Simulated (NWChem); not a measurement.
## Spin states of HS$_{2}$

```xyz
3

S      0.4306     0.9351     0.0000
S     -0.4677    -0.8295     0.0000
H      0.5935    -1.6883     0.0000
```
Charge 0, spin multiplicity 2.

Program: NWChem. Structure: optimised with UPBE0/def2-SVP, a minimum by its harmonic frequencies.

Basis set: def2-TZVP. The gap is E(quartet) − E(doublet) at the geometry of the doublet, so a negative value puts the higher spin lower. Open shells are unrestricted. The quartet is the single determinant that the SCF runs reached, with unpaired electrons in orbitals of symmetry a" and a' and a' (Cs labels); it need not be the lowest quartet, which in molecules with degenerate π orbitals can need several determinants.

B3LYP has NWChem's definition, with VWN1-RPA local correlation. The structure started from a generated list of species. The unpaired electrons of the parent sit in orbitals of symmetry a" (Cs labels of the run); other states weren't searched. The stability of the SCF solutions was not checked.

Task: One of these methods gave a vertical doublet-quartet gap of 92.0 kcal/mol. Which?
A) PBE
B) M06-2X
C) B3LYP

Result: A, PBE. The others give 94.8 (B3LYP), 98.3 (M06-2X).
